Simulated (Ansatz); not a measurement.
Program: Ansatz. Geometries: PBE0-D4/def2-TZVP. ΔE: electronic, gas phase. CBS: MP2 limit from def2 TZ/QZ plus the TZ coupled-cluster correction, frozen cores. Functionals use def2-TZVPP. B3LYP here is the variant with VWN-RPA as its local correlation; programs differ in this. HSE06 is defined as in plane-wave codes. For Ga outer-core shells are correlated without core-valence functions, which leaves a few kJ/mol of doubt a bond. Scalar relativity is left out up to krypton.

Reaction (formal exchange of groups at a Ga–C bond): `[GaH2][CH]1CO1` + `C[SiH2]F` → `F[SiH2][GaH2]` + `CC1CO1`

```tsv
level	ΔE (kcal/mol)	difference from CCSD(T)/CBS
LDA (SPW92)	-0.1	-3.2
PBE-D4	0.2	-2.9
revPBE-D4	0.5	-2.6
BLYP-D4	1.7	-1.4
B97M-V	1.0	-2.1
PBE0-D4	0.2	-2.9
B3LYP-D4	1.5	-1.6
r2SCANh-D4	1.9	-1.2
r2SCAN0-D4	1.7	-1.4
HSE06-D4	0.3	-2.8
BHLYP-D4	1.3	-1.8
CAM-B3LYP-D4	1.8	-1.3
ωB97X-V	1.6	-1.5
ωB97M-V	2.7	-0.4
PBE-QIDH	2.0	-1.1
PBE	0.0	-3.1
revPBE	0.1	-3.0
BLYP	1.2	-1.9
r2SCAN	2.0	-1.1
PBE0	0.1	-3.0
B3LYP	1.1	-2.0
r2SCANh	1.8	-1.3
r2SCAN0	1.6	-1.5
HSE06	0.1	-3.0
BHLYP	1.2	-1.9
CAM-B3LYP	1.7	-1.4
LC-ωPBE	1.6	-1.5
HF/def2-SVP	-0.5	-3.6
MP2/def2-SVP	2.4	-0.7
CCSD/def2-SVP	0.2	-2.9
CCSD(T)/def2-SVP	0.4	-2.7
HF/def2-TZVPP	0.8	-2.3
MP2/def2-TZVPP	4.9	1.8
SCS-MP2/def2-TZVPP	4.1	1.0
CCSD/def2-TZVPP	2.5	-0.6
HF/def2-QZVPP	0.7	-2.4
MP2/def2-QZVPP	5.0	1.9
SCS-MP2/def2-QZVPP	4.2	1.1
HF/CBS(def2)	0.7	-2.4
MP2/CBS(def2)	5.1	2.0
CCSD(T)/CBS	3.1	0
```

Largest T1 diagnostic among the species: 0.013.

In def2-TZVPP, CCSD(T) changes the Hartree–Fock value by +2.1 kcal/mol (the triples alone add +0.4 kcal/mol) and MP2 by +4.1 kcal/mol. At CCSD(T), def2-SVP lies −2.7 kcal/mol from the extrapolated value and def2-TZVPP −0.2 kcal/mol. Leaving LDA and LC-ωPBE aside and taking each functional with its dispersion term where it has one, the values spread over 2.5 kcal/mol, from PBE-D4 to ωB97M-V.
